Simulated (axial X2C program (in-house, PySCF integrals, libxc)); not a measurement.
## Photoelectron levels of MgHg by EOM-IP-CCSD

Calculated with an axial X2C code built on PySCF integrals: two-component X2C with atomic mean-field Coulomb and Gaunt terms, Gaussian nuclei, basis Hg dyall-cv3z, Mg dyall-cv3z with contracted cores.

R = 3.149 Å (0.920 times 3.423 Å, the PBE0 minimum at charge 0 for the lowest determinant).

Vertical ionisation energies of MgHg to the states of MgHg⁺:

| Ω of MgHg⁺ | vertical IE (eV) | above lowest (cm⁻¹) | ionised spinor | one-hole weight |
| --- | --- | --- | --- | --- |
| 1/2 | 6.945 | 0 | 68% Mg sσ, 16% Hg pσ, 8% Hg sσ | 0.96 |
| 1/2 | 10.333 | 27326 | 77% Hg sσ, 12% Mg sσ, 9% Mg pσ | 0.83 |

This point took 11 s on 1 thread of Arm Neoverse V1, with other jobs on the host.

Reference electrons by ω block (each with its −ω partner): 1/2: 27, 3/2: 13, 5/2: 5, 7/2: 1. 14 electrons of MgHg correlated (inner shells frozen), 92 natural virtual spinors (a truncated set); levels can be off by some tenths of an eV. Roots sought by Ω: (1/2: 4, 3/2: 3, 5/2: 1); the list ends where they run out and leaves out roots under 60 % one-particle weight. The solver can skip a root, and states that need a further excitation, which the method places far too high, are missing though they may lie low or lowest. T1 of the reference 0.014 (Lee–Taylor). Number of frozen shells: Hg 5 s, 4 p, 2 d, 1 f; Mg 2 s, 1 p.
